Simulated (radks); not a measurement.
Gd57+, configuration [He] 2s2 2p3. Method: Dirac Kohn-Sham, LB94 model potential, spin-unpolarised, spherical densities, finite nucleus; open shells fill j = l - 1/2 first; Fermi nuclear charge, rms radius 5.1569 fm; computed with a radial shooting solver on a logarithmic mesh with Libxc functionals.

Normalised radial functions P(r) = r R(r) (large component), r in bohr:

```
   r/bohr * 3s1/2, o 3p1/2 (the largest magnitude, 2.5, reaches the edge; | marks zero, & curves that meet)
0.0008699                             o *
  0.00108                             o  *
  0.00134                             o   *
 0.001663                             o   *
 0.002064                             |o   *
 0.002562                             |o    *
 0.003154                             |o     *
 0.003914                             |o      *
 0.004858                             | o     *
 0.006029                             | o      *
 0.007483                             |  o      *
 0.009213                             |   o     *
  0.01143                             |    o    *
  0.01419                             |      o *
  0.01761                             |      * o
  0.02186                             |   *      o
  0.02713                             *             o
   0.0334                       *     |               o
  0.04146                  *          |                o
  0.05145              *              |               o
  0.06386             *               |            o
  0.07925                *            |     o
  0.09836                         &   |
   0.1211              o              |      *
   0.1503      o                      |                  *
   0.1865  o                          |                          *
   0.2315     o                       |                         *
   0.2873             o               |                 *
   0.3566                     o       |        *
   0.4391                          o  |  *
   0.5449                            o|*
   0.6763                             &
```

3s1/2 (empty): eigenvalue -5601.7 eV, 2 radial nodes at r = 0.0266, 0.107 bohr, <r> = 0.210 bohr, 90 % of the charge inside 0.305 bohr. 3p1/2 (empty): eigenvalue -5520.1 eV, 1 radial node at r = 0.0904 bohr, <r> = 0.196 bohr, 90 % of the charge inside 0.292 bohr.
